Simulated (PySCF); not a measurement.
## Worked example: oscillator strength and radiative lifetime

Ge(AsH2)(H)3 (AsGeH5), SMILES [GeH3][AsH2].

Coordinates come from a r2SCAN-D4/def2-TZVP optimisation.

TDA-B3LYP/def2-SVPD (PySCF) puts the first singlet state with f over 0.02 at 6.14 eV (vertical), with the transition dipole (-0.335, 0.312, 0.000) in atomic units.

Task: Find the oscillator strength, the wavelength and the radiative lifetime that this transition would have in vacuum if emission retraced absorption.

Result: 
|μ|² = 0.2096 au, so |μ| = 1.16 D. ΔE = 6.14/27.211 = 0.2256 hartree. f = (2/3) ΔE |μ|² = 0.032 (the program prints 0.032).
λ = 1239.84/6.14 = 202 nm; ν = 49522 cm⁻¹.
Einstein's coefficient A = 0.6670 ν² f s⁻¹ (ν in cm⁻¹) = 5.2e7 s⁻¹, so τ = 1/A = 19 ns. This state is S1. The figure is the radiative limit of this one transition; relaxation, internal conversion, crossing to triplets and a medium change what is measured.
